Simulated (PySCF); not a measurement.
## The electron affinity along the 5p block

All values are computed (PySCF 2.14, energy differences of UHF-based or UKS calculations, no spin-orbit coupling). Values in eV. The last column holds reference values (measured affinities from photodetachment; the arrow runs from anion to atom). Unmarked ones compare directly (S terms, centres of terms, or small fine structure); those marked * lie between the lowest fine-structure levels and include a spin-orbit shift.

```tsv
element	configurations	UHF	MP2 (valence)	SCS-MP2 (valence)	MP2 (valence and next inner shell)	SCS-MP2 (valence and next inner shell)	reference
In (aug-cc-pwCVQZ-PP with ECP28MDF, ECP)	[Kr] 4d10 5s2 5p2 → [Kr] 4d10 5s2 5p1	0.073	0.371	0.283	0.372	0.269	0.384 *
Sb (aug-cc-pwCVQZ-PP with ECP28MDF, ECP)	[Kr] 4d10 5s2 5p4 → [Kr] 4d10 5s2 5p3	-0.050	0.691	0.761	0.695	0.751	1.047 *
Te (aug-cc-pwCVQZ-PP with ECP28MDF, ECP)	[Kr] 4d10 5s2 5p5 → [Kr] 4d10 5s2 5p4	1.054	1.940	1.956	1.998	1.989	1.971 *
I (aug-cc-pwCVQZ-PP with ECP28MDF, ECP)	[Xe] → [Kr] 4d10 5s2 5p5	2.286	3.286	3.234	3.381	3.297	3.059 *
```

"Valence" correlates the outer s and p shells and, in groups 3 to 12 and the f block, the outer d or f shell, open or full, or the next shell where the ion has no valence electron left; the wider scheme adds the next inner shell.
